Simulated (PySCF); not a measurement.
Molecule: CH$_{2}$BCl$_{2}$O, charge 0, multiplicity 2. It need not be the lowest isomer of its formula. SMILES: [CH2]OB(Cl)Cl
Structure (B3LYP-D3(BJ)/def2-TZVP (Ansatz) minimum search):
```
O
B 1 1.3492
C 1 1.3547 2 127.63
H 3 1.0758 1 115.04 2 -180.00
H 3 1.0781 4 125.44 1 -180.00
Cl 2 1.7541 1 117.74 3 -180.00
Cl 2 1.7634 1 122.12 3 0.00
```
Charge 0, spin multiplicity 2.

Dispersion corrections to the total energy (kcal/mol) from the dftd3 and dftd4 libraries through PySCF: D3(BJ) without and D4 with the three-body term, each with the damping fitted for the functional named.

| functional | D3(BJ) | D4 |
|---|---|---|
| B2GP-PLYP | -2.83 | [?] |
| revPBE | -9.40 | -12.33 |
| r2SCAN | -1.05 | -0.96 |
| BP86 | [?] | -5.52 |
| BLYP | -8.38 | -9.01 |
| PW6B95 | -2.10 | -3.48 |
| TPSS | [?] | -5.50 |

Task: What belongs in the gaps?

Result: 
- B2GP-PLYP, D4: -1.72
- BP86, D3(BJ): -6.46
- TPSS, D3(BJ): -4.87
